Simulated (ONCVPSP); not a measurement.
Reading a pseudo-wave (Fe)

Columns: radius, all-electron u(r) and pseudo u(r) of the 3s shell (level -93.77 eV) of iron in the configuration [Ne] 3s2 3p6 3d6 4s2; PBEsol, scalar-relativistic, ONCV scheme, ONCVPSP 4.0.1.

```
r (bohr)  all-electron  pseudo
   0.090       -0.1503  0.1977
   0.180       -0.6582  0.3944
   0.270       -0.3615  0.5861
   0.360        0.2093  0.7651
   0.450        0.7151  0.9208
   0.540        1.0467  1.0412
   0.630        1.2074  1.1159
   0.720        1.2381  1.1391
   0.810        1.1840  1.1121
   0.900        1.0824  1.0432
   0.990        0.9592  0.9440
   1.080        0.8313  0.8278
   1.170        0.7086  0.7083
   1.260        0.5965  0.5964
   1.350        0.4972  0.4971
   1.440        0.4113  0.4112
   1.530        0.3381  0.3381
   1.620        0.2766  0.2765
   1.710        0.2253  0.2252
   1.800        0.1829  0.1829
   1.890        0.1481  0.1481
   1.980        0.1196  0.1196
   2.070        0.0964  0.0964
   2.160        0.0776  0.0776
   2.250        0.0623  0.0623
   2.340        0.0500  0.0500
```

Q: How many radial nodes do the two functions have?

A: The all-electron 3s function has n − l − 1 = 2 (the table is too coarse to show those close to the nucleus); the pseudo-wave has 0, since the states of the same l below it are removed with the core.

Q: At about which radius was the pseudo-wave matched?

A: 1.25 bohr, where the columns begin to agree (steps of 0.09 bohr).

Q: Where does each function peak?

A: Outermost all-electron maximum near 0.72 bohr, pseudo maximum near 0.72 bohr (to the table’s step).

Q: Is the pseudo-wave norm-conserving?

A: Yes: the ONCV scheme keeps the norm inside the radius equal to the all-electron one, which fixes the energy derivative of the logarithmic derivative at the level.
